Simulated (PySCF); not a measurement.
Mg(NH2)(SMe) (CH5MgNS), SMILES C[S][Mg][NH2]. Atoms are numbered in the order given.

```xyz
9

Mg    -0.4363     0.3552     0.8377
N     -1.5763     1.4212     1.9002
H     -1.3510     2.3212     2.3168
H     -2.5265     1.1964     2.1849
S      0.9488    -0.9351    -0.4604
C      0.5725    -0.3432    -2.1543
H     -0.4775    -0.5187    -2.4309
H      1.2044    -0.9120    -2.8509
H      0.8057     0.7241    -2.2821
```

Geometry: ωB97X-D3(BJ)/def2-SVP. Other conformers were not sampled.

Computed with PySCF with TDA-CAM-B3LYP/def2-SVPD.

Vertical excitations. Gas-phase values at a fixed geometry.

Estimate the UV-visible absorptions. (Estimate from the structure and the level; the computed values follow.)


```csv
state,energy (eV),λ (nm),f,main pairs
S1,4.39,283,0.038,HOMO→LUMO 93 %
S2,4.41,281,0.062,HOMO−1→LUMO 96 %
S3,4.96,250,0.001,HOMO→LUMO+1 83 %
S4,5.36,232,0.026,"HOMO−2→LUMO 54 %, HOMO→LUMO+2 35 %"
S5,5.41,229,0.000,HOMO−1→LUMO+2 88 %
S6,5.82,213,0.081,"HOMO→LUMO+2 36 %, HOMO−2→LUMO 21 %, HOMO−1→LUMO+1 20 %, HOMO−2→LUMO+1 11 %"
S7,6.00,207,0.122,"HOMO−1→LUMO+1 60 %, HOMO−2→LUMO+1 22 %"
S8,6.04,205,0.126,"HOMO−2→LUMO+1 51 %, HOMO→LUMO+2 17 %, HOMO−2→LUMO 11 %, HOMO−1→LUMO+1 9 %"
S9,6.16,201,0.017,HOMO−1→LUMO+3 79 %
S10,6.34,195,0.006,HOMO−2→LUMO+2 81 %
T1,4.01,309,0,HOMO−1→LUMO 92 %
T2,4.12,301,0,HOMO→LUMO 89 %
T3,4.64,267,0,"HOMO→LUMO+1 74 %, HOMO→LUMO+4 15 %"
T4,4.89,254,0,HOMO−2→LUMO 76 %
```
Triplets are in the Tamm–Dancoff approximation.
